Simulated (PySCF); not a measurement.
**Which determinant of Tl₂⁺ lies lowest?**

Unrestricted PBE0; Tl cc-pVDZ-PP with ECP60; scalar-relativistic core potentials (PySCF 2.14). Outer shells of the fragments: Tl+ 5d10 6s2; Tl 5d10 6s2 6p1.

Followed along the bond (rough minima from three points):

| 2Ms+1 | unpaired | ⟨S²⟩ at the start | R at minimum (Å) | Te (eV) |
| --- | --- | --- | --- | --- |
| 2 | σ ↑ | 0.75 | 3.69 | 0.00 |
| 2 | π ↑ | 0.75 | 3.33 | 0.69 |
| 4 | σ ↑↑, π ↑ | 3.75 | none in the scan | ≤ 5.55 |

Solutions found at the starting distance of 2.960 Å, counted from the lowest of them; the search is not exhaustive and high or unbound solutions are not listed, so other states can lie among these:

```tsv
2Ms+1	unpaired	term	E (eV)	⟨S²⟩	⟨Lz²⟩
2	σ ↑	²Σ⁺	0.00	0.75	0.00
2	π ↑	²Π	0.34	0.75	1.00
4	σ ↑↑, π ↑	⁴Π	5.12	3.75	1.00
2	σ ↑↑, π ↓	mixed	5.66	1.75	1.00
4	σ ↑, π ↑↑	⁴Σ⁻	5.73	3.76	0.00
4	σ ↑, π ↑↑	mixed	7.20	3.76	2.01
4	σ ↑↑↑	⁴Σ⁺	8.97	3.75	0.00
```

A term symbol is given only where ⟨S²⟩ and ⟨Lz²⟩ are close to those of a pure state; real π, δ and φ orbitals otherwise mix terms, and g/u labels are left off.

Question: Compare the gap between the two lowest followed solutions at the starting distance with the gap between their minima.

Answer: At PBE0 the second solution (doublet, unpaired electrons π ↑) lies +0.34 eV from the first (doublet, unpaired electrons σ ↑) at 2.960 Å and +0.69 eV at the minima; the two curves relax by different amounts, since their minima lie near 3.33 and 3.69 Å.

Spin–orbit coupling is left out, which matters for elements this heavy, above all for dissociation energies. Counting both spins, an empty level lies below a filled one in some of these solutions, because spin and occupation are held.
